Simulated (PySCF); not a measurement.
## Dipole response of Si⁺ (silicon, charge +1)

[Ne] 3s2 3p1, 2P determinant. Computed with PySCF 2.14 in aug-cc-pCVQZ-DK, with the spin-free X2C one-electron Hamiltonian (Gaussian nucleus). Coupled (time-dependent) response in atomic units; α is the mean over directions.

```json
{"method": "TPSS", "mean α (bohr³)": "19.15", "α xx, yy, zz": "18.63, 20.19, 18.63", "C₆ (like pair)": "102.8", "S(−4)": "146.6"}
```

S(−4) is the Cauchy moment in α(ω) = α(0) + S(−4) ω² + …

α(iu) at TPSS:

| u (hartree) | α(iu) (bohr³) |
| --- | --- |
| 0 | 19.15 |
| 0.0500 | 18.79 |
| 0.100 | 17.79 |
| 0.200 | 14.73 |
| 0.300 | 11.50 |
| 0.500 | 6.860 |
| 0.750 | 3.925 |
| 1.00 | 2.512 |
| 1.50 | 1.304 |
| 2.00 | 0.8240 |
| 3.00 | 0.4445 |
| 5.00 | 0.2131 |

For an ion, C₆ is the dispersion term alone; charge-induced terms of lower order in 1/R come first.

The components differ because the open shell of this determinant is not spherical; for a pure term their mean is the scalar polarisability.
